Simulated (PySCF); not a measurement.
## Telling isomers of C5H12O2Si apart by NMR

Single conformer, non-relativistic Hamiltonian, averaged over atoms made equivalent by symmetry, fast rotation or ring inversion, in vacuum. Shieldings: GIAO PBE0/pcSseg-1; GFN2-xTB structure; PySCF 2.14.

δ = σ(ref) − σ, references computed at the same level: TMS for 1H (σ = 31.72 ppm), 13C (σ = 186.93 ppm). Where no couplings were computed, multiplicities follow the n + 1 count of equivalent neighbours, and m marks all less simple cases (inequivalent or close neighbours, rings, F or P nearby). Shifts are as computed. Against solution values, carbons near 30 ppm lie about +3 ppm off and those near 130 ppm about +5 ppm. Of 1309 compounds with measured shifts, 239 miss one by over three times the rms of a fit or turn the order of signals round; such compounds aren't used in these exercises. OH and NH positions are gas-phase values without hydrogen bonding to other molecules.

(1) Tabulate the signals of `C[C@@H]1OC[C@]1(C)O[SiH3]`, `C=C(CO)O[SiH2]CC` and their relative energies.

(2) What is the quickest way to tell C[C@@H]1OC[C@]1(C)O[SiH3] from C=C(CO)O[SiH2]CC?

Answers

(1) 
```json
{"SMILES": "C[C@@H]1OC[C@]1(C)O[SiH3]", "carbon types": "1×C 1×CH 1×CH2 2×CH3", "δC": "90.7, 85.0, 75.3, 27.2, 19.3", "δH": "4.88 (s, 3H), 4.72 (m, 1H), 4.45 (m, 1H), 4.34 (m, 1H), 1.57 (s, 3H), 1.43 (d, 3H)", "E rel. (kcal/mol)": "10.4"}
{"SMILES": "C=C(CO)O[SiH2]CC", "carbon types": "1×C 3×CH2 1×CH3", "δC": "163.8, 95.5, 68.2, 13.5, 9.6", "δH": "5.11 (t, 2H), 4.60 (br s, 1H), 4.40 (s, 2H), 4.33 (br s, 1H), 1.15 (t, 3H), 0.71 (m, 2H), 0.33 (br s, 1H)", "E rel. (kcal/mol)": "0.0"}
```

Energies are electronic energies at PBE0/pcSseg-1 on these geometries, without zero-point or thermal terms, each for the one conformer computed, which needn't be the lowest.

(2) Both give the same number of carbon signals, but DEPT or the intensities differ. The first has an sp3 CH bonded to O at 90.7 ppm, the second an alkene carbon bearing oxygen (C) at 163.8 ppm.
